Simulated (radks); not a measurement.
Q: All-electron atom: the titanium ion Ti2+ in [Ne] 3s2 3p4 3d2 4d2 (not the ground configuration). All-electron calculation, Dirac Kohn-Sham, BLYP, spin-unpolarised, spherical densities, finite nucleus; open shells are shared between the two j in proportion to 2j + 1; Fermi nuclear charge, rms radius 3.5921 fm. Program: a radial shooting solver on a logarithmic mesh with Libxc functionals. Some entries of the table are withheld. Estimate them.

| orbital | occ. | eigenvalue (hartree) | r(max) (bohr) | <r^2> (bohr^2) |
|---|---|---|---|---|
| 1s1/2 | 2 | -180.6552 | 0.04554 | 0.006510 |
| 2s1/2 | 2 | -21.26883 | 0.2687 | 0.1245 |
| 2p1/2 | 2 | -18.02960 | 0.2175 | 0.1020 |
| 2p3/2 | 4 | -17.81605 | 0.2197 | 0.1038 |
| 3s1/2 | 2 | -3.63506 | 0.8562 | 1.090 |
| 3p1/2 | 1.33333 | -2.75716 | (1) | (2) |
| 3p3/2 | 2.66667 | -2.72994 | (3) | (4) |
| 3d3/2 | 0.8 | -1.37766 | 0.8776 | 1.650 |
| 3d5/2 | 1.2 | -1.37490 | 0.8791 | 1.655 |
| 4d3/2 | 0.8 | -0.40774 | 3.426 | 16.40 |
| 4d5/2 | 1.2 | -0.40737 | 3.429 | 16.43 |

A: 
(1) 3p1/2 r(max) (bohr): 0.8752
(2) 3p1/2 <r^2> (bohr^2): 1.220
(3) 3p3/2 r(max) (bohr): 0.8811
(4) 3p3/2 <r^2> (bohr^2): 1.236
